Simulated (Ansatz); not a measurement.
Ansatz results at the PBE0-D4/def2-TZVP geometry: HOMO energy (PBE/def2-TZVPP) -6.25 eV; HOMO energy (B3LYP/def2-TZVPP) -7.35 eV; LUMO energy (ωB97M-V/def2-TZVPP) 0.93 eV.

Each molecule was computed in one conformer, which needn't be the lowest.

(1) Which molecule gave them?
A. `[NH2][Al]1[NH][B]1Cl`
B. `[Cl][GeH]1[CH]=[CH]1`
C. `[CH3][GaH][NH]CF`
D. `B1[SiH2]C[SiH2]1`

Results:

(1) C. The others give `B1[SiH2]C[SiH2]1`: -6.02, -6.92, -0.83; `[NH2][Al]1[NH][B]1Cl`: -5.36, -6.23, 0.91; `[Cl][GeH]1[CH]=[CH]1`: -6.12, -7.06, 1.58.

B3LYP here is the variant with VWN-RPA as its local correlation; programs differ in this.
